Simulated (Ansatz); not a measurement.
`[CH3][Ti]([NH2])([NH2])[NH2]` at its PBE0-D4/def2-TZVP geometry, where that method's forces vanish. Charge 0, multiplicity 1.

| atom | x (Å) | y (Å) | z (Å) |
| --- | --- | --- | --- |
| C1 | 0.364 | 1.126 | -1.412 |
| Ti2 | -0.048 | -0.150 | 0.188 |
| N3 | 1.435 | -0.123 | 1.352 |
| N4 | -1.597 | 0.487 | 1.055 |
| N5 | -0.329 | -1.881 | -0.505 |
| H6 | -0.400 | 1.027 | -2.190 |
| H7 | 0.383 | 2.169 | -1.078 |
| H8 | 1.338 | 0.888 | -1.853 |
| H9 | 1.434 | 0.103 | 2.336 |
| H10 | 2.383 | -0.275 | 1.034 |
| H11 | -2.450 | -0.023 | 1.233 |
| H12 | -1.701 | 1.448 | 1.354 |
| H13 | -0.972 | -2.070 | -1.263 |
| H14 | 0.160 | -2.726 | -0.250 |

(1) For each bond, give half the difference of the two atoms' forces along it (eV/Å; positive pushes the atoms apart) under PBE-D4, r2SCAN-D4, B3LYP-D4, ωB97M-V in def2-TZVPP. (An estimate is asked.)

## Answers

(1) Computed: 
```tsv
bond	length (Å)	PBE-D4	r2SCAN-D4	B3LYP-D4	ωB97M-V
C1–Ti2	2.087	-0.08	-0.02	0.08	0.00
C1–H6	1.095	0.10	-0.03	-0.07	-0.05
C1–H7	1.095	0.10	-0.03	-0.07	-0.05
C1–H8	1.095	0.10	-0.03	-0.07	-0.05
Ti2–N3	1.886	0.00	0.10	0.12	0.04
Ti2–N4	1.886	0.00	0.10	0.12	0.04
Ti2–N5	1.885	0.00	0.10	0.12	0.04
N3–H9	1.009	0.18	-0.03	-0.07	-0.03
N3–H10	1.012	0.22	0.00	-0.05	-0.03
N4–H11	1.009	0.18	-0.03	-0.07	-0.03
N4–H12	1.012	0.22	0.00	-0.05	-0.03
N5–H13	1.012	0.22	0.00	-0.05	-0.03
N5–H14	1.009	0.18	-0.03	-0.07	-0.03
```

B3LYP here is the variant with VWN-RPA as its local correlation; programs differ in this.
